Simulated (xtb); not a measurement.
C$_{2}$Cl$_{3}$, doublet, at a GFN2-xTB geometry, atoms displaced at random by about 0.06 Å a coordinate; xtb with GFN2-xTB.

xtb was given this input:
```
$ xtb mol.xyz --gfn 2 --chrg 0 --uhf 1 --ohess --json

# file mol.xyz
5

Cl     2.37387236    -0.29763675     0.07600233
C      0.74946396    -0.74811820     0.13842194
C     -0.38836340    -0.20565619     0.10755764
Cl    -0.59073061     1.57804453    -0.47103483
Cl    -1.77065985    -0.96581615     0.31010155
```

It wrote (shortened):

```
   ID    Z sym.   atoms
    1   17 Cl     1, 4, 5
    2    6 C      2, 3

           -------------------------------------------------
          |                Calculation Setup                |
           -------------------------------------------------

           -------------------------------------------------
          |                 G F N 2 - x T B                 |
           -------------------------------------------------

          ...................................................
          :                      SETUP                      :
          :.................................................:
          :  # basis functions                  38          :
          :  # atomic orbitals                  35          :
          :  # shells                           13          :
          :  # electrons                        29          :
          :  max. iterations                   250          :
          :  Hamiltonian                  GFN2-xTB          :
          :  restarted?                      false          :
          :  GBSA solvation                  false          :
          :  PC potential                    false          :
          :  electronic temp.          300.0000000     K    :
          :  accuracy                    1.0000000          :
          :  -> integral cutoff          0.2500000E+02      :
          :  -> integral neglect         0.1000000E-07      :
          :  -> SCF convergence          0.1000000E-05 Eh   :
          :  -> wf. convergence          0.1000000E-03 e    :
          :  Broyden damping             0.4000000          :
          :  net charge                          0          :
          :  unpaired electrons                  1          :
          ...................................................

 iter      E             dE          RMSdq      gap      omega  full diag
   1    -17.8978533 -0.178979E+02  0.570E+00    4.16       0.0  T
   2    -17.9093535 -0.115002E-01  0.351E+00    3.81       1.0  T
   3    -17.9064804  0.287314E-02  0.167E+00    4.12       1.0  T
   4    -17.9110290 -0.454866E-02  0.691E-01    3.88       1.0  T
   5    -17.9124882 -0.145917E-02  0.322E-01    3.93       1.0  T
   6    -17.9127040 -0.215851E-03  0.248E-01    3.93       1.0  T
   7    -17.9129270 -0.222983E-03  0.109E-01    3.93       1.0  T
   8    -17.9129633 -0.362861E-04  0.588E-02    3.93       1.0  T
   9    -17.9129720 -0.871200E-05  0.308E-02    3.93       1.5  T
[...]
         :: total energy             -17.810762206617 Eh    ::
 * total energy  :   -17.8107622 Eh     change       -0.3228031E-09 Eh
 * total energy  :   -17.8165245 Eh     change       -0.5762297E-02 Eh
 * total energy  :   -17.8194549 Eh     change       -0.2930414E-02 Eh
 * total energy  :   -17.8200260 Eh     change       -0.5710455E-03 Eh
 * total energy  :   -17.8202480 Eh     change       -0.2220158E-03 Eh
 * total energy  :   -17.8203979 Eh     change       -0.1498857E-03 Eh
 * total energy  :   -17.8204435 Eh     change       -0.4568212E-04 Eh
 * total energy  :   -17.8204636 Eh     change       -0.2007888E-04 Eh
 * total energy  :   -17.8204705 Eh     change       -0.6839648E-05 Eh
 * total energy  :   -17.8204718 Eh     change       -0.1285791E-05 Eh
   *** GEOMETRY OPTIMIZATION CONVERGED AFTER 10 ITERATIONS ***
         :: total energy             -17.820471751944 Eh    ::
[...]
          :.................................................:

    mode    ω/cm⁻¹     T·S(HO)/kcal·mol⁻¹    T·S(FR)/kcal·mol⁻¹   T·S(vib)
   ------------------------------------------------------------------------
       1     98.06    -1.04130 ( 93.67%)    -0.85686 (  6.33%)    -1.02962
       2    190.34    -0.66324 ( 99.53%)    -0.66046 (  0.47%)    -0.66323
       3    230.17    -0.55982 ( 99.78%)    -0.60419 (  0.22%)    -0.55992
   ------------------------------------------------------------------------

   temp. (K)  partition function   enthalpy   heat capacity  entropy
                                   cal/mol     cal/K/mol   cal/K/mol   J/K/mol
 298.15  VIB   11.7                 1874.857     11.483     11.137
         ROT  0.368E+06              888.752      2.981     28.450
         INT  0.431E+07             2763.609     14.464     39.587
         TR   0.144E+28             1481.254      4.968     40.490
         TOT                        4244.8629    19.4320    80.0774   335.0438

       T/K    H(0)-H(T)+PV         H(T)/Eh          T*S/Eh         G(T)/Eh
   ------------------------------------------------------------------------
    298.15    0.676462E-02    0.179744E-01    0.380473E-01   -0.200729E-01
   ------------------------------------------------------------------------

         :::::::::::::::::::::::::::::::::::::::::::::::::::::
         ::                  THERMODYNAMIC                  ::
         :::::::::::::::::::::::::::::::::::::::::::::::::::::
         :: total free energy         -17.840544689571 Eh   ::
         ::.................................................::
         :: total energy              -17.820471751998 Eh   ::
         :: zero point energy           0.011209790234 Eh   ::
         :: G(RRHO) w/o ZPVE           -0.031282727806 Eh   ::
         :: G(RRHO) contrib.           -0.020072937573 Eh   ::
         :::::::::::::::::::::::::::::::::::::::::::::::::::::

optimized geometry written to: xtbopt.xyz

           -------------------------------------------------
          | TOTAL ENERGY              -17.820471751998 Eh   |
          | TOTAL ENTHALPY            -17.802497342081 Eh   |
          | TOTAL FREE ENERGY         -17.840544689571 Eh   |
          | GRADIENT NORM               0.000508380357 Eh/α |
          | HOMO-LUMO GAP               3.643590863725 eV   |
           -------------------------------------------------

normal termination of xtb
```
